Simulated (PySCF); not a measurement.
F₂H₄N₂Si, SMILES N[Si](N)(F)F.

Geometry: PBE0-D3(BJ)/def2-SVP. One conformer was computed; it need not be the lowest.

Level of theory: PBE/def2-TZVP in PySCF.

Symmetry labels are those of the subgroup C2 that the program uses (full group C2).

Computed valence orbital energies around the gap with their symmetry:
```tsv
orbital	symmetry	energy (eV)
HOMO−7	B	-11.18
HOMO−6	B	-11.00
HOMO−5	A	-9.90
HOMO−4	A	-9.55
HOMO−3	B	-9.47
HOMO−2	B	-9.18
HOMO−1	B	-6.63
HOMO	A	-6.60
LUMO	A	-0.23
LUMO+1	B	0.70
LUMO+2	A	1.63
LUMO+3	B	1.81
```
